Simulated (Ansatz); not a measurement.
Cost and result for the atomization energy of `FC1(Cl)CB1S` (9 atoms, 9 bonds).

| atom | x (Å) | y (Å) | z (Å) |
| --- | --- | --- | --- |
| F1 | 0.474 | -0.055 | -1.957 |
| C2 | 0.624 | -0.131 | -0.612 |
| Cl3 | 2.091 | -0.986 | -0.175 |
| C4 | 0.287 | 1.100 | 0.197 |
| B5 | -0.561 | -0.176 | 0.370 |
| S6 | -1.907 | -0.964 | 1.143 |
| H7 | 0.999 | 1.458 | 0.933 |
| H8 | -0.176 | 1.893 | -0.390 |
| H9 | -1.830 | -2.139 | 0.490 |

The species carries charge 0 and has multiplicity 1. Geometry: relaxed with PBE0-D4/def2-TZVP. It is one conformer, not always the lowest. Program: Ansatz. All runs use 4 threads of an Arm Neoverse V1 on a shared host. Times are those of one run each, without the atoms' runs, and a repeat can differ threefold. Electronic energies, without spin–orbit coupling; frozen cores. CCSD(T)/CBS adds CCSD(T) − MP2 in def2-TZVPP to the MP2 limit, and its time is that of the two runs behind it. T1 = 0.013. B3LYP takes the VWN-RPA correlation (the form of Gaussian; ORCA's B3LYP/G).

CCSD(T)/CBS is a level of theory with its own doubt, some kJ/mol a heavy atom from the limit and from the frozen cores, so smaller differences don't rank the functionals.

| level | functions | wall time |
| --- | --- | --- |
| PBE-D4/def2-TZVPP (with forces) | 250 | 2.7 s |
| PBE0-D4/def2-TZVPP | 250 | 3.6 s |
| B3LYP-D4/def2-TZVPP (with forces) | 250 | 5.5 s |
| r2SCAN-D4/def2-TZVPP (with forces) | 250 | 6 s |
| B2PLYP/def2-TZVPP | 250 | 6 s |
| ωB97X-V/def2-TZVPP | 250 | 8.5 s |
| ωB97M-V/def2-TZVPP (with forces) | 250 | 13 s |
| MP2/def2-QZVPP | 458 | 21 s |
| CCSD(T)/def2-TZVPP | 250 | 3 min |
| CCSD(T)/CBS(def2) | – | 3.4 min |

Task: What atomization energy does each give, and how far from CCSD(T)/CBS? (Best estimate.)

Result: Computed: 
| level | atomization (kcal/mol) | difference from CCSD(T)/CBS | per bond |
| --- | --- | --- | --- |
| PBE-D4/def2-TZVPP (with forces) | 839.0 | 42.2 | 4.7 |
| PBE0-D4/def2-TZVPP | 817.0 | 20.2 | 2.2 |
| B3LYP-D4/def2-TZVPP (with forces) | 799.4 | 2.6 | 0.3 |
| r2SCAN-D4/def2-TZVPP (with forces) | 814.1 | 17.3 | 1.9 |
| B2PLYP/def2-TZVPP | 790.8 | -6.0 | -0.7 |
| ωB97X-V/def2-TZVPP | 806.7 | 9.9 | 1.1 |
| ωB97M-V/def2-TZVPP (with forces) | 809.0 | 12.2 | 1.4 |
| MP2/def2-QZVPP | 815.8 | 19.0 | 2.1 |
| CCSD(T)/def2-TZVPP | 773.9 | -22.9 | -2.5 |
| CCSD(T)/CBS(def2) | 796.8 | 0.0 | 0.0 |

The D4 term adds +8.8 kcal/mol with B3LYP and +4.6 kcal/mol with PBE0; it sums over pairs of atoms, weighted by their polarisabilities, and B3LYP, whose exchange is more repulsive, gets the larger term. From PBE to PBE0 (25 % exact exchange), in def2-TZVPP and without D4, the atomization energy moves by −21.2 kcal/mol: exact exchange takes away binding that semilocal exchange gives to molecules. In def2-TZVPP, CCSD(T) changes the Hartree–Fock value by +210.2 kcal/mol (the triples alone add +17.7 kcal/mol) and MP2 by +238.7 kcal/mol; breaking electron pairs costs correlation energy, which Hartree–Fock lacks.
